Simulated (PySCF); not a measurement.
OPb, SMILES [O]=[Pb] (connectivity only; charge and spin as stated), neutral, multiplicity 1. Atoms are numbered in the order given.

```xyz
2

Pb     0.0000     0.0000    -0.1708
O      0.0000     0.0000     1.7508
```
Charge 0, spin multiplicity 1.

Coordinates come from a B3LYP-D3(BJ)/def2-TZVP optimisation. The def2 effective core potentials stand for the cores of Pb; spin–orbit coupling is left out.

These are PySCF with PBE/def2-TZVPD values and carry that method's errors.

Mulliken values depend strongly on the basis, most of all with diffuse functions as here. ESP charges are fitted to the potential on shells at 1.4 to 2.0 van der Waals radii. Atomic charges (e):

| atom | Mulliken | ESP fit |
|---|---|---|
| Pb1 | 0.64 | [?] |
| O2 | -0.64 | [?] |

### Question
Some entries are withheld; supply them. (An estimate is asked for; the answer gives what the named calculation found.)

### Answer

- Pb1, ESP fit: 0.51
- O2, ESP fit: -0.51
